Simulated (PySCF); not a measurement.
# Ar⁺ (argon, charge +1): UHF calculation

Configuration: [Ne] 3s2 3p4 3d1, one real determinant (an excited configuration). Calculation: PySCF 2.14, in dyall-acv3z; no relativity, point nucleus.

* Total energy: -525.692361 hartree
* One-electron energy: -717.1406 hartree
* Hartree (Coulomb) energy: 221.2743 hartree
* Exchange energy: -29.8260 hartree
* Kinetic energy: 525.73719 hartree
* ⟨S²⟩: 3.7648
* ⟨L²⟩: 8.074
* Sum of ⟨r⟩: 14.21 bohr
* Sum of ⟨r²⟩: 22.09 bohr²
* Traceless quadrupole moment −½Σ⟨3z² − r²⟩ along its main axis: 0.378 e·bohr²
* Density at the nucleus (Gaussians lack the cusp): 3830 bohr⁻³
* Spin density at the nucleus: -0.0490 bohr⁻³
* Langevin diamagnetic susceptibility: -17.5 ×10⁻⁶ cm³/mol

```tsv
shell	electrons	mean orbital energy (hartree)	spread (hartree)	rms radius, mean of both spins (bohr)
1s α	1	-119.30464	0	0.0998
1s β	1	-119.27394	0	0.0998
2s α	1	-12.96923	0	0.448
2s β	1	-12.93530	0	0.448
2p α	3	-10.23064	0.02942	0.417
2p β	3	-10.17155	0.03577	0.417
3s α	1	-1.90867	0	1.47
3s β	1	-1.58987	0	1.47
3p α	3	-1.19779	0.12097	1.65
3p β	1	-1.06407	0	1.65
3d α	1	-0.39848	0	2.32
```

⟨L²⟩ = 8.07 against 12 for a pure F term, so this real determinant mixes terms. The outer electron is Rydberg-like, and this basis confines it to a smaller radius and binds it less than a complete one would.

Spin-orbit constants ζ (cm⁻¹) from the X2C one-electron operator on these orbitals (non-relativistic here): bare nucleus, nucleus screened by l(l+1)(2l+1)/3 electrons, and screened by the Breit-Pauli mean field of the electrons.

```csv
shell,bare,screened nucleus,mean field
2p,12920,11490,10830
3p,1118,993.7,926.2
3d,56.10,24.94,18.69
```

To first order the Landé constant is A = -98.76 cm⁻¹, so the lowest level has J = 9/2 and lies 0.0551 eV below the centre of the term. This holds in LS coupling only.
